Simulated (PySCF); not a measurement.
## Adding and removing an electron: PbN

PBE; basis Pb def2-SVP with ECP60, N def2-SVP; scalar-relativistic core potentials; PySCF 2.14. Neutral (UKS): doublet (π ↑), Re = 2.091 Å, ωe = 593 cm⁻¹, De = 2.66 eV, HOMO -4.91 eV, LUMO -4.61 eV.

PbN⁺ (UKS): triplet (π ↑↑), Re = 2.272 Å, ωe = 477 cm⁻¹. The energies at the minima are -247.42353 hartree for PbN and -247.13707 for PbN⁺.

(1) Work out the adiabatic ionisation energy, without and with harmonic zero-point energies (1 hartree = 27.2114 eV, 1 eV = 8065.5 cm⁻¹), and the change of the bond length.

Spin–orbit coupling is left out, which matters for elements this heavy, above all for dissociation energies. States were picked by a PBE0 search and need not be the measured ground states.

Answers

(1) At PBE: 0.28646 hartree = 7.795 eV between the minima; the zero-point term (477.0 − 593.0)/2 cm⁻¹ = -0.007 eV makes it 7.788 eV. Re changes by +18.1 pm against the neutral. The electron leaves a π orbital; in so polar a molecule the change of length follows mostly from the change of the ionic charges.
